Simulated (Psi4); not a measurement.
Dimer: C2H2 (SMILES C#C) (first 4 atoms) with H4OSi (SMILES O[SiH3]); geometry from B3LYP-D3(BJ)/def2-TZVP, rigid monomers moved along the line of their centres of mass till C2···H7 is 3.27 Å.
(charge 0, multiplicity 1):
```xyz
10

C     -0.14618    -0.07037     0.10699
C     -1.21302    -0.45624     0.49119
H      0.79930     0.27475    -0.23653
H     -2.16260    -0.79546     0.82921
O      0.90524    -0.88666     4.09902
Si     0.71942     0.49247     4.98286
H      0.57608    -0.86918     3.19199
H      1.42999     1.64327     4.36909
H      1.29246     0.21159     6.31502
H     -0.71003     0.86946     5.12627
```

Calculation: Psi4 with SAPT0/jun-cc-pV(D+d)Z.

Task: Which attractive term is largest, and how does the interaction split up?

Result: electrostatics -65.2, exchange 14.2, induction -8.4, dispersion -18.1, total -77.5 meV; the largest attraction is electrostatics.
